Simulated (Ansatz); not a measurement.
Ligands exchanged one at a time, B CH3-I. Gas-phase values, no solvent. Strings in code marks are SMILES.

Quantity: redistribution energy (mixed species minus the weighted end members), in kcal/mol.

Case: 2 of 3 CH3 replaced by I: `CB(I)I`. The other species in the difference include `CB(C)C` (neutral, multiplicity 1). Geometry of `CB(I)I` (neutral, multiplicity 1, Å):

```xyz
7

C     -0.8048    -0.0597    -0.0325
B      0.7407     0.0609    -0.0265
I      1.9628    -1.6758    -0.0951
I      1.6819     1.9593     0.1267
H     -1.1248    -0.1738     1.0128
H     -1.2989     0.8334    -0.4190
H     -1.1568    -0.9443    -0.5665
```

Give the redistribution energy (mixed species minus the weighted end members) at the level frozen-core CCSD(T)/def2-TZVPP // PBE0-D3(BJ)/def2-TZVP (Ansatz, an electronic-structure program).

-3.70 kcal/mol.
